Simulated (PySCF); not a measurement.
## MCs cations for M along group 15

r²SCAN with double-zeta basis sets in PySCF, for the lowest determinant that a PBE0 search found; no spin–orbit coupling. De refers to high-spin ground-configuration atoms (the charge goes to the atom of lower measured ionisation energy or higher electron affinity, which is not always the lowest computed limit). A positive dipole points towards Cs; it is taken about the centre of mass and depends on that origin.

| M | basis | charged atom | state (unpaired electrons) | Re (Å) | ωe (cm⁻¹) | De (eV) | μ (D) |
| --- | --- | --- | --- | --- | --- | --- | --- |
| N | def2-SVPD | Cs+ | quartet (σ ↑, π ↑↑) | 3.495 | 77.9 | 0.09 | 1.08 |
| P | def2-SVP | Cs+ | quartet (σ ↑, π ↑↑) | 3.971 | 56.9 | 0.12 | 2.57 |
| Sb | def2-SVP | Cs+ | quartet (σ ↑, π ↑↑) | 4.267 | 33.0 | 0.11 | 8.28 |
| Bi | def2-SVP | Cs+ | quartet (σ ↑, π ↑↑) | 4.314 | 29.5 | n/a | 10.99 |

(1) The row for M = As is missing. Estimate Re, ωe and De as the mean of the rows for P and Sb, and compare with the calculation.

The rows differ in basis set, which adds steps of its own.

Weak bonds: CsAs⁺, CsN⁺, CsP⁺, CsSb⁺. Basis-set superposition, not corrected here, can be much of De in a small basis, most of all at correlated wavefunction levels. These are scalar-relativistic numbers at best; spin–orbit coupling would shift them, the dissociation energy most. For an ion De counts to the pair picked by the measured ionisation energies or electron affinities, which need not be the lowest pair at this level. States were picked by a PBE0 search and need not be the measured ground states.

## Answers

(1) The means are 4.119 Å, 45.0 cm⁻¹ and 0.11 eV. r²SCAN in def2-SVP gives CsAs⁺ as a quartet (σ ↑, π ↑↑) with Re = 4.063 Å, ωe = 39.7 cm⁻¹, De = 0.12 eV, so the estimate is off by +5.6 pm, +13 % and -0.00 eV.
